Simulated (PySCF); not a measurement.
Be(F)(SH) (BeFHS), SMILES [F][Be][SH]. Atoms are numbered in the order given.

```xyz
4

Be     0.0179    -0.6693     0.0000
F     -0.0076    -2.0469     0.0000
S      0.0789     1.2370     0.0000
H     -1.2657     1.3073     0.0000
```
Charge 0, spin multiplicity 1.

Geometry: r2SCAN-D4/def2-TZVP. One conformer was computed; it need not be the lowest.

Level of theory: B3LYP/pcJ-1 in PySCF.

Isotropic couplings with Fermi-contact, spin-dipole and both spin-orbit terms, one fixed conformer, no vibrational averaging. Isotopes: 19F, 1H.

Computed spin–spin coupling constants:
```
pair   bonds apart  J (Hz)
-----  -----------  ------
F2–H4            3     1.0
```
